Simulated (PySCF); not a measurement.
## Dipole moment and polarisability of `[GeH3][O][C@@H]1CCOCO1`

Species: C4H10GeO3.
Geometry (PBE0-D3(BJ)/def2-SVP, Å), atoms numbered from 1 in this order:
```
atom  x, y, z in Å
Ge1    2.6902    0.8490   -0.1795
O2     1.1756    0.0669   -0.7542
C3     0.5865   -0.8996    0.0560
C4    -0.7369   -1.3223   -0.5677
C5    -1.7550   -0.2105   -0.3887
O6    -1.8359    0.1431    0.9752
C7    -0.6089    0.5710    1.4501
O8     0.3829   -0.4203    1.3670
H9     2.3630    1.9527    0.8401
H10    3.2980    1.4432   -1.4566
H11    3.5870   -0.2385    0.4402
H12    1.2585   -1.7688    0.1844
H13   -0.5799   -1.5584   -1.6301
H14   -1.0897   -2.2292   -0.0529
H15   -2.7602   -0.5252   -0.7023
H16   -1.4630    0.6703   -0.9938
H17   -0.7234    0.8083    2.5159
H18   -0.2790    1.4751    0.8947
```

Level: B3LYP/def2-SVPD (PySCF), static field, nuclei fixed, core orbitals frozen in the response. The polarisability tensor in these axes (au):

```
x   96.94  5.42 -1.57
y    5.42 84.60  2.57
z   -1.57  2.57 82.98
```

Task: What are the eigenvalues, a third of the trace, and Δα (Δα² = ½Σ(αi − αj)² over the three pairs)?

Result: Principal values 79.80, 85.72 and 99.01 au; mean 88.17 au = 13.07 Å³ = 14.54 × 10⁻⁴⁰ C²·m²/J; Δα = 17.04 au (19 % of the mean).

Task: What is the dipole moment, and where does it point?

Result: (1.02, 0.17, -0.94) D, 1.40 D in size, pointing from the negative to the positive side. Measured along this direction, the outermost atoms are H17 at the negative end and H10 at the positive end.

Task: Orientational against electronic polarisability at 298 K (dilute gas, rigid molecules)?

Result: In Gaussian units μ²/3kT = 15.90 Å³ against 13.07 Å³, a ratio of 1.22; the Debye molar polarisation (4π/3)N_A(α + μ²/3kT) is 73.1 cm³/mol, leaving out the vibrational part.

Task: Estimate the molar refractivity from the static electronic polarisability.

Result: Lorentz–Lorenz: R = (4π/3)N_A α = 2.5225 cm³/(mol·Å³) × 13.07 Å³ = 33.0 cm³/mol, in the limit of long wavelengths.

Task: Rayleigh depolarisation ratio (linearly polarised light, static tensor)?

Result: ρ = 3Δα²/(45ᾱ² + 4Δα²) = 871.0/(349855 + 1161.4) = 0.00248.

Geometry: PBE0-D3(BJ)/def2-SVP, one conformer, isolated molecule. The calculation is non-relativistic, for germanium too.
